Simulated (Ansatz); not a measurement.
Computed with Ansatz on PBE0-D4/def2-TZVP structures; ΔE is electronic, products minus reactants. CCSD(T)/CBS is the MP2 limit (def2-TZVPP, def2-QZVPP) plus CCSD(T) − MP2 in def2-TZVPP, frozen cores. This one scheme is used for every species. Functionals use def2-TZVPP. For Se outer-core shells are correlated without core-valence functions, which leaves a few kJ/mol of doubt a bond. Scalar relativity is left out up to krypton. One conformer a species, not always the lowest.

Reaction (formal hydrolysis of the Si–Se bond): `C[SiH2][SiH2][SeH]` + H₂O → `C[SiH2][SiH2]O` + H₂Se

`C[SiH2][SiH2][SeH]`:

```xyz
12

C     1.422   -0.866    0.821
Si    0.177    0.532    0.895
Si   -1.570    0.140   -0.609
Se   -0.697   -0.085   -2.717
H     0.968   -1.804    1.148
H     2.279   -0.657    1.466
H     1.781   -0.999   -0.201
H     0.812    1.822    0.501
H    -0.363    0.696    2.275
H    -2.233   -1.170   -0.369
H    -2.611    1.203   -0.572
H     0.034    1.188   -2.638
```

H₂O:

```xyz
3

O     0.303    0.245   -0.005
H    -0.055   -0.226    0.751
H    -0.248   -0.019   -0.746
```

`C[SiH2][SiH2]O`:

Cartesian coordinates in Å:
```
C -1.293 1.114 -0.847
Si 0.393 0.291 -0.883
Si 0.972 -0.619 1.202
O -0.096 -1.793 1.685
H -1.300 1.949 -0.143
H -2.062 0.404 -0.535
H -1.563 1.498 -1.834
H 1.444 1.270 -1.290
H 0.399 -0.807 -1.896
H 2.366 -1.154 1.147
H 0.913 0.415 2.267
H -0.173 -2.567 1.127
```

H₂Se:

Z-matrix (Å, degrees):
```
Se
H 1 1.467
H 1 1.467 2 91.2
```

```csv
level,ΔE (kJ/mol)
PBE0-D4,-1.9
CCSD(T)/def2-TZVPP,-12.5
MP2/def2-QZVPP,-4.3
HF/CBS(def2),-31.0
```

(1) What does CCSD(T)/CBS give? (Best estimate.)

Largest T1 diagnostic among the species: 0.012.

Results:

(1) Ansatz gave: -6.2 kJ/mol. The listed levels differ from it by 4.3, -6.3, 1.9, -24.8 kJ/mol.

In def2-TZVPP, CCSD(T) changes the Hartree–Fock value by +17.1 kJ/mol (the triples alone add +3.0 kJ/mol) and MP2 by +22.2 kJ/mol. The D4 term adds +8.4 kJ/mol with B3LYP and +4.6 kJ/mol with PBE0; it sums over pairs of atoms, weighted by their polarisabilities, and B3LYP, whose exchange is more repulsive, gets the larger term.

B3LYP here is the variant with VWN-RPA as its local correlation; programs differ in this.
